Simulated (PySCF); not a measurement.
Some cells of this table were withheld.

```
no.                   species (SMILES)  atoms  electrons  dipole moment (D)  HOMO energy (eV)  LUMO energy (eV)  smallest rotational constant (GHz)
  1      C#C[Si@@]1(Cl)CCC[Si@@H](O)C1     21        100               2.47             -7.83             -0.10                               0.522
  2                     C#CC(=O)CC1CC1     16         58               3.26                 ?             -1.71                               1.124
  3   [H]/N=C\[C@@H]1CCC[C@H]2C[C@H]21     22         68               2.57             -7.04              0.21                               1.051
  4                  C#CC/C(=N\C)C(C)C     22         68               1.37             -6.67                 ?                               0.961
  5  CC(=S)[C@@H]1[C@H]2CC=C(C)[C@H]21     22         82               3.29             -6.08             -1.71                               0.659
  6                      O=P1(P)CCOCC1     18         80               1.94             -7.23              0.04                               0.946
  7                        OCCC/P=P/CO     18         80               3.15             -6.32                 ?                               0.640
```

Levels: PBE0/pcSseg-1 for dipole moment, HOMO energy and LUMO energy; GFN2-xTB for smallest rotational constant. Geometries: GFN2-xTB. Each SMILES stands for a single optimised conformer of the isolated species, non-relativistic unless stated; the electronic structure was computed with PySCF and density fitting.

The conformers computed, where there is a choice (atom-mapped SMILES and torsion angles):
- `[CH:1]#[C:2][C:3](=[O:4])[CH2:5][CH:6]1[CH2:7][CH2:8]1`: C2–C3–C5–C6 -67°, C3–C5–C6–C7 158°
- `[CH:1]#[C:2][CH2:3]/[C:4](=[N:5]\[CH3:6])[CH:7]([CH3:8])[CH3:9]`: C2–C3–C4–N5 -76°, C3–C4–C7–C8 66°

The conformers of `C#C[Si@@]1(Cl)CCC[Si@@H](O)C1`, `[H]/N=C\[C@@H]1CCC[C@H]2C[C@H]21`, `CC(=S)[C@@H]1[C@H]2CC=C(C)[C@H]21`, `O=P1(P)CCOCC1` and `OCCC/P=P/CO` aren't listed.

(1) Row 2: the HOMO energy?

(2) What is the LUMO energy in row 4?

(3) Row 7: the LUMO energy?

(4) In the completed table, which rows hold the lowest and the highest HOMO energy, and what is the mean?

(5) In the completed table, which rows hold the lowest and the highest LUMO energy, and what is the mean?

(6) What is the HOMO–LUMO gap, row by row?

Results:

(1) -7.64 eV.

(2) 0.01 eV.

(3) -1.89 eV.

(4) Row 1 the lowest (-7.83 eV), row 5 the highest (-6.08 eV); the mean over the 7 rows is -6.97 eV.

(5) Row 7 the lowest (-1.89 eV), row 3 the highest (0.21 eV); the mean over the 7 rows is -0.74 eV.

(6) row 1: 7.73, row 2: 5.93, row 3: 7.25, row 4: 6.68, row 5: 4.37, row 6: 7.27, row 7: 4.43 eV.
